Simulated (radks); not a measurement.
Fractional charge and spin in the 3p shell of scandium: the spin-up occupation runs from 2 to 3 and the spin-down occupation from 2 to 3; the fullest corner is Sc2+, [Ne] 3s2 3d(up 0.5, down 0.5) 3p(up 3, down 3). Calculated with a radial shooting solver on a logarithmic mesh with Libxc functionals: non-relativistic Kohn-Sham, SCAN, spin-polarised, spherical densities, point nucleus; meta-GGA in the generalised Kohn-Sham scheme. Energy (eV) minus the two flat planes that join the four corners (they meet along the diagonal where the two added fractions sum to one electron); zero is where a piecewise linear energy would lie.

down \ up,2,2.25,2.5,2.75,3
2,0.000,-1.627,-2.191,-1.621,0.000
2.25,-1.627,-2.067,-1.399,0.314,-1.519
2.5,-2.191,-1.399,0.430,-1.315,-2.014
2.75,-1.621,0.314,-1.315,-1.893,-1.513
3,0.000,-1.519,-2.014,-1.513,0.000

Corners above the fullest one (they belong to Sc3+ and the next ion): (up 3, down 2) 57.648 eV, (up 2, down 3) 57.648 eV, (up 2, down 2) 133.75 eV. With half an added electron in each spin the energy lies 0.430 eV from the planes, and with half an added electron in spin up alone -2.191 eV. The planes are only a guide here: the flat-plane condition holds for ground states with one frontier orbital, while this shell lies below other occupied shells, so the corners above the fullest one are inner-hole states and not the ground states of those ions.
